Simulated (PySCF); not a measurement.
C2H8BeN2, SMILES C[N](C)[Be][NH2]. Geometry: PBE0-D3(BJ)/def2-SVP. Other conformers were not sampled.

### Question
Give the equilibrium geometry at PBE0-D3(BJ)/def2-SVP (PySCF confirms it by a frequency run) as a Z-matrix, and its point group. (Estimate from the structure and the level; the computed values follow.)

### Answer
One answer among several that fit: point group C2v.
```
N
C 1 1.4396
H 2 1.1015 1 110.98
H 2 1.1093 3 107.32 1 122.84
H 2 1.1093 3 107.32 4 114.32
C 1 1.4396 2 112.96 3 180.00
H 6 1.1015 1 110.98 2 180.00
H 6 1.1093 7 107.32 1 122.84
H 6 1.1093 7 107.32 8 114.32
Be 1 1.5072 2 123.52 3 0.00
N 10 1.5018 2 152.46 3 0.00
H 11 1.0142 10 125.55 2 -90.00
H 11 1.0142 12 108.90 10 180.00
```
Charge 0, spin multiplicity 1.
